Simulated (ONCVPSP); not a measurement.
**What the settings do to the ONCV potential of Li (Z = 3)**

Base potential:

lithium (Li), optimised norm-conserving Vanderbilt (ONCV), made with ONCVPSP 4.0.1 (revPBE, scalar-relativistic). Core none, reference 1s2 2s0.5 (charge +0.5). Waves: 1s+2s: rc 1.25 bohr, ncon 4, nbas 8, qcut 12.7 1/bohr, 2 projectors; p scattering state at 0.11 Ha: rc 1.30 bohr, ncon 4, nbas 8, qcut 7.7 1/bohr, 2 projectors, debl 0.6 Ha. Local part: polynomial inside 0.90 bohr (lpopt 4, dvloc0 0 Ha). Core correction: none.

All-electron outer shells of the reference configuration (revPBE, scalar-relativistic, ld1.x):

```
shell  level (eV)  outermost node (bohr)  outermost maximum (bohr)
   1s      -55.86                      –                      0.36
   2s       -5.35                   0.83                      2.93
```

Cutoffs, loose and tight: the cutoffs (Ha) at which the residual kinetic energy of the hardest occupied pseudo-wave falls to 1 and 0.1 mHa per electron. They do not see the model core or the augmentation charge, which bear on the density cutoff. Test errors are all-electron minus pseudo excitation energies from the reference, over the configurations 1s2 2s1; 1s2 2s0; 1s2 2s0 2p1; 1s1 2s1. A dash means not determined; rows that change the core or the reference have their own tests. The largest error is taken over the tests solved by every variant that gives reliable tests at all: 1s2 2s0; 1s2 2s0 2p1; 1s2 2s1.

| change | outcome | cutoff, loose | cutoff, tight | bound ghosts | GHOST(+) flags above zero | largest test error (meV) |
| --- | --- | --- | --- | --- | --- | --- |
| base | generated | 42 Ha | 51 Ha | none | none | +0.1 |
| p: rc 1.48 | generated | 42 Ha | 51 Ha | none | none | +0.1 |
| all radii scaled by about 1.17 (s 1.46, p 1.52 bohr); local potential polynomial inside 1.04 bohr (lpopt 4, dvloc0 0 Ha) | generated | 37 Ha | 51 Ha | none | none | +0.1 |
| p: qcut 5.1 | generated | 42 Ha | 51 Ha | none | p | +0.1 |
| local potential polynomial inside 0.95 bohr (lpopt 2, dvloc0 0 Ha) | generated | 42 Ha | 51 Ha | none | none | +0.1 |
| reference 1s2 2s1 | generated | 45 Ha | 54 Ha | none | none | +784 |
| p: debl 1.75 | generated | 42 Ha | 51 Ha | none | none | +0.1 |
| functional PBEsol; p: rc 1.25, qcut 8 | generated | 43 Ha | 52 Ha | none | none | +0.1 |

Task: What comes out with this change to the base: s: qcut 18.5?

Result: outcome: generated; cutoff, loose: 73 Ha; cutoff, tight: 86 Ha; bound ghosts: none; GHOST(+) flags above zero: s; largest test error (meV): +0.8.

Task: What comes out with this change to the base: s: rc 0.9?

Result: outcome: generated; cutoff, loose: 58 Ha; cutoff, tight: 69 Ha; bound ghosts: none; GHOST(+) flags above zero: none; largest test error (meV): +0.1.
